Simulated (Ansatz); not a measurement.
One change: `CCB(CC)CC` becomes `C[CH2][Al]([CH2]C)[CH2]C`.

Ansatz, PBE0-D4/def2-TZVP geometries, multiplicity 1. Each molecule was computed in one conformer, which needn't be the lowest.

```json
{"property": "HOMO energy (B3LYP/def2-TZVPP) / eV", "`CCB(CC)CC`": "-7.68"}
{"property": "LUMO energy (PBE0/def2-TZVPP) / eV", "`CCB(CC)CC`": "-0.28"}
{"property": "HOMO energy (PBE0/def2-TZVPP) / eV", "`CCB(CC)CC`": "-7.86"}
{"property": "LUMO energy (PBE/def2-TZVPP) / eV", "`CCB(CC)CC`": "-1.28"}
{"property": "HOMO energy (PBE/def2-TZVPP) / eV", "`CCB(CC)CC`": "-6.52"}
{"property": "HOMO–LUMO gap (ωB97M-V/def2-TZVPP) / eV", "`CCB(CC)CC`": "11.77"}
```

Problem. What does the change do to each property? (Estimate.)

Solution. Computed: 
```csv
property,`C[CH2][Al]([CH2]C)[CH2]C`,shift
HOMO energy (B3LYP/def2-TZVPP) / eV,-6.72,0.96
LUMO energy (PBE0/def2-TZVPP) / eV,-0.39,-0.11
HOMO energy (PBE0/def2-TZVPP) / eV,-6.91,0.95
LUMO energy (PBE/def2-TZVPP) / eV,-1.18,0.10
HOMO energy (PBE/def2-TZVPP) / eV,-5.68,0.84
HOMO–LUMO gap (ωB97M-V/def2-TZVPP) / eV,10.24,-1.53
```

With PBE0 the HOMO rises by 0.95 eV and the LUMO falls by 0.11 eV, so the gap narrows by about 1.06 eV. PBE moves the HOMO by 0.84 eV and ωB97M-V by 1.02 eV.

B3LYP here is the variant with VWN-RPA as its local correlation; programs differ in this.
